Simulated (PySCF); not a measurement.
**How methods differ on the ionisation energy of Zn²⁷⁺**

Zn²⁷⁺ [He] 2s1 [2s1/2^1, M_J = 1/2] → Zn²⁸⁺ 1s2, as a difference of total energies. Computed with PySCF 2.14 in an uncontracted even-tempered set (17 s from 9 bohr⁻², ratio 2.4; 11 p from 12 bohr⁻², ratio 2.4; 5 d from 36 bohr⁻², ratio 2.6; 4 f from 54 bohr⁻², ratio 2.6), with the two-component X2C-1e Hamiltonian. Correlated levels: nothing frozen; the 34 highest virtual spinors dropped. "Screened" scales the spin-orbit matrix elements by Boettger's factors to mimic the two-electron term; Breit and QED terms are absent.

```json
{"method": "GHF (screened spin-orbit)", "ionisation energy (eV)": "2783.0"}
{"method": "GMP2 (screened spin-orbit)", "ionisation energy (eV)": "2783.2"}
```

For comparison: 2782.0 eV (theoretical estimate listed by NIST; NIST Atomic Spectra Database, ionization energies).
